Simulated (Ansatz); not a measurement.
Spectroscopic constants of AlMo, multiplicity 6 (lowest of 2S+1 = 2, 4, 6, 8 at CCSD(T)/def2-TZVPP on PBE0 minima; our sources give no spin for the ground state, which may be another). No spin–orbit coupling. The T1 diagnostic near the minimum is 0.053, so single-reference values are doubtful.

Seven points along R, fitted to fifth degree in 1/R; most abundant isotopes. Runs in def2 and cc sets follow the lowest solution found near the PBE0 minimum.

Run with Ansatz (a program for electronic structure) with Gaussian orbitals. Each number belongs to the level named beside it. In def2 rows elements past Kr take small-core potentials, without spin–orbit coupling.

Energies at BHLYP/def2-TZVPP:

```csv
R (Å),E (hartree)
2.535878,-310.41154838
2.604047,-310.41421865
2.666762,-310.41571559
2.737658,-310.41652069
2.808553,-310.41657784
2.890356,-310.41592715
2.985792,-310.41445122
```

### Question
With a reduced mass of 21.1522 u, find the minimum, the force constant and the constants.

### Answer
A fifth-degree polynomial in 1/R puts the minimum at r_e = 2.7786 Å with force constant 56.1 N/m. Then ω_e = (1/2πc)√(k/μ) = 212 cm⁻¹ and B_e = h/(8π²cμr_e²) = 0.1032 cm⁻¹; the cubic and quartic terms give α_e = 0.00068 and ω_e x_e = 1.0 cm⁻¹.

Doubts at one or more of the structures used: a spin-contaminated determinant (BHLYP/def2-TZVPP).
